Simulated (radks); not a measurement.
Exchange energies: the exact (Fock) value of the Kohn-Sham orbitals and density-functional approximations, as 100 (|E| - |E exact|)/|E exact|, negative where the magnitude is too small. Species: Tc [Kr] 4d5 5s2; Rh4+ [Kr] 4d5. Method: non-relativistic Kohn-Sham, exchange-only B88, spin-polarised, spherical densities, point nucleus; computed with a radial shooting solver on a logarithmic mesh with Libxc functionals. Every spin shell is full or empty, so the densities are truly spherical. Functionals are evaluated on that one density, not self-consistently.

functional,Tc,Rh4+
exact (hartree),-124.256,-132.591
LDA,-5.14,-5.15
PBE,-0.40,-0.48
PBEsol,-2.36,-2.41
revPBE,-0.24,-0.32
OPTX,+1.08,+1.08
WC,-0.89,-0.95
B86b,+0.05,-0.04
EV93,-0.16,-0.24
APBE,+0.39,+0.29
revTPSS,-0.86,-0.93
SCAN,+0.22,+0.18
MVS,+0.05,+0.04
